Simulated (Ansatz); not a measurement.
Consider the formal exchange of groups at a B–B bond: `CNBB(O)S` + `O=COC=S` → `O=COB(O)S` + `CNBC=S`.

Computed with Ansatz on PBE0-D4/def2-TZVP structures; ΔE is electronic, products minus reactants. CCSD(T)/CBS is the MP2 limit (def2-TZVPP, def2-QZVPP) plus CCSD(T) − MP2 in def2-TZVPP, frozen cores. DFT in def2-TZVPP. B3LYP here is the variant with VWN-RPA as its local correlation; programs differ in this. One conformer a species, not always the lowest.

```tsv
species	B3LYP-D4 energy (Eh)
`CNBB(O)S`	-620.44626
`O=COC=S`	-626.16493
`O=COB(O)S`	-688.93625
`CNBC=S`	-557.74112
```

Task: Work out ΔE.

Result: ΔE = (-688.93625) + (-557.74112) − (-620.44626) − (-626.16493) = -0.06618 Eh = -173.8 kJ/mol. CCSD(T)/CBS gives -180.0 kJ/mol.

Largest T1 diagnostic among the species: 0.018.

The D4 term adds −3.9 kJ/mol with B3LYP and −2.0 kJ/mol with PBE0; it sums over pairs of atoms, weighted by their polarisabilities, and B3LYP, whose exchange is more repulsive, gets the larger term. From PBE to PBE0 (25 % exact exchange), in def2-TZVPP and without D4, ΔE moves by −12.1 kJ/mol.
